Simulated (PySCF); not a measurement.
Species: C4H9F2Si2 (doublet state).
Structure used (GFN2-xTB), in Å, numbered top down from 1:
```xyz
17
C4H9F2Si2 angstrom
C     -1.2960    2.0995    0.5738
Si    -0.2770    1.1999   -0.7466
C     -0.1533   -0.6617   -0.2165
C      0.9470   -1.2947    0.0087
Si     2.7763   -1.3653    0.1202
C     -1.5057   -1.2908   -0.0319
F     -2.0361   -0.9522    1.1755
F     -2.3977   -0.8391   -0.9532
H     -0.8829    1.9407    1.5671
H     -1.3143    3.1696    0.3873
H     -2.3243    1.7481    0.5875
H     -0.9178    1.2145   -2.0638
H      1.1055    1.6774   -0.8123
H      3.4717   -0.1674   -0.3766
H      3.1917   -2.5226   -0.6768
H      3.0957   -1.5543    1.5368
H     -1.4899   -2.3895   -0.0892
```

The hyperfine couplings belong to this conformer and change with its torsions.

The species is `C[SiH2]/C(=[C]\[SiH3])C(F)F` [radical].

Theory: PySCF, UKS B3LYP, pcH-1 on C F H Si, non-relativistic, mean-field spin-orbit, GIAO. Geometry: GFN2-xTB, one conformer, isolated molecule. The geometry wasn't refined by DFT: couplings that depend on bond lengths, twists or pyramidal angles can differ widely from those at the functional's own minimum. The SCF solution wasn't tested for stability.

Question: Match the computed a_iso(13C) values +133.7, +115.9, -44.3, +3.8 MHz with the sites C1; C3; C4; C6.

Answer: 
```csv
site,a_iso (MHz),ρ(0) (bohr⁻³),position,distance from C4 (Å),spin population,largest |T| (MHz)
C1,+3.8,+0.0034,3 bonds from C4,4.11,+0.01,2.0
C3,-44.3,-0.0394,1 bond from C4,1.29,-0.14,15.9
C4,+133.7,+0.1190,largest spin population,0.00,+0.92,131.1
C6,+115.9,+0.1031,2 bonds from C4,2.45,+0.05,13.2
```

Question: The isotropic 29Si couplings are -101.6, -8.3 MHz. Assign them to Si2; Si5.

Answer: 
```tsv
site	a_iso (MHz)	ρ(0) (bohr⁻³)	position	distance from C4 (Å)	spin population	largest |T| (MHz)
Si2	-101.6	+0.1145	2 bonds from C4	2.88	+0.10	27.6
Si5	-8.3	+0.0093	1 bond from C4	1.83	-0.01	7.3
```

ρ(0) is the spin density at the nucleus and T the dipolar tensor; a_iso includes a spin–orbit part; entries for several nuclei are means. Largest spin populations (Mulliken): C4 (+0.92), C3 (-0.14) and Si2 (+0.10). C4 is the only atom above +0.15.

Examples of negative spin density at the nucleus (bohr⁻³): C3 (-0.0394).

Means are taken over nuclei equivalent by connectivity, which assumes that they swap fast. The three 1H nuclei of mean +39.2 MHz run from 3.8 to 100.3 MHz in the frozen geometry. The three 1H nuclei of mean +2.8 MHz run from -0.5 to 8.5 MHz in the frozen geometry. The 1H value of +4.2 MHz is a mean of couplings from -3.9 to 12.3 MHz in this one geometry, not an average over conformers. The 19F value of -6.1 MHz is a mean of couplings from -8.8 to -3.3 MHz in this one geometry, not an average over conformers.

On one thread, Arm Neoverse V1 (aarch64), shared host, this took 2.5 min wall (grids of density and orbitals included) and 1.1 GiB of memory at its peak.
